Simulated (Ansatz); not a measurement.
Cu(PH3)(NH2) (CuPNH5) was relaxed with PBE-D4 (def2-TZVP) in Ansatz in these states: charge +1 doublet, neutral singlet. The geometries follow in no particular order.

A:

Cartesian coordinates in Å:
```
Cu -0.4766 -0.2079 -0.0025
P 1.5705 0.6889 -0.0178
H 1.7220 1.9401 0.6269
H 2.1318 0.9570 -1.2897
H 2.5998 -0.0698 0.5900
N -2.1515 -0.9429 0.0249
H -2.3641 -1.9462 -0.0317
H -3.0320 -0.4192 0.1000
```

B:

```csv
atom,x (Å),y (Å),z (Å)
Cu1,-0.315,0.446,0.005
P2,1.116,-1.133,-0.176
H3,1.661,-1.691,1.014
H4,2.349,-1.000,-0.882
H5,0.710,-2.359,-0.775
N6,-1.467,1.859,0.111
H7,-2.364,1.718,-0.359
H8,-1.690,2.160,1.062
```

Problem. Judge from the bond lengths which geometry belongs to which state (an estimate).

Solution. A is the charge +1 doublet (Cu1–P2 2.235 Å, P2–H4 1.416 Å, P2–H5 1.416 Å); B is the neutral singlet (Cu1–P2 2.139 Å, P2–H4 1.427 Å, P2–H5 1.423 Å).
